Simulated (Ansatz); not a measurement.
One change: `C[SiH2][Al]([CH3])[OH]` becomes `C[SiH2][Al]([CH3])[Cl]`.

Ansatz, PBE0-D4/def2-TZVP geometries, multiplicity 1. Each molecule was computed in one conformer, which needn't be the lowest.

```csv
property,`C[SiH2][Al]([CH3])[OH]`
HOMO–LUMO gap (PBE/def2-TZVPP) / eV,4.20
size of the dipole moment (ωB97M-V/def2-TZVPP) / D,0.83
HOMO–LUMO gap (B3LYP/def2-TZVPP) / eV,5.69
HOMO energy (B3LYP/def2-TZVPP) / eV,-6.81
LUMO energy (ωB97M-V/def2-TZVPP) / eV,0.69
HOMO energy (ωB97M-V/def2-TZVPP) / eV,-9.01
```

Task: What does the change do to each property? (Estimate.)

Result: Ansatz gave: 
```csv
property,`C[SiH2][Al]([CH3])[Cl]`,shift
HOMO–LUMO gap (PBE/def2-TZVPP) / eV,3.95,-0.25
size of the dipole moment (ωB97M-V/def2-TZVPP) / D,2.51,1.68
HOMO–LUMO gap (B3LYP/def2-TZVPP) / eV,5.43,-0.26
HOMO energy (B3LYP/def2-TZVPP) / eV,-7.07,-0.26
LUMO energy (ωB97M-V/def2-TZVPP) / eV,0.19,-0.50
HOMO energy (ωB97M-V/def2-TZVPP) / eV,-9.26,-0.25
```

With PBE0 the HOMO falls by 0.26 eV and the LUMO falls by 0.52 eV, so the gap narrows by about 0.26 eV. PBE moves the HOMO by -0.27 eV and ωB97M-V by -0.25 eV. Dipoles are sizes alone; their direction can turn.

B3LYP here is the variant with VWN-RPA as its local correlation; programs differ in this.
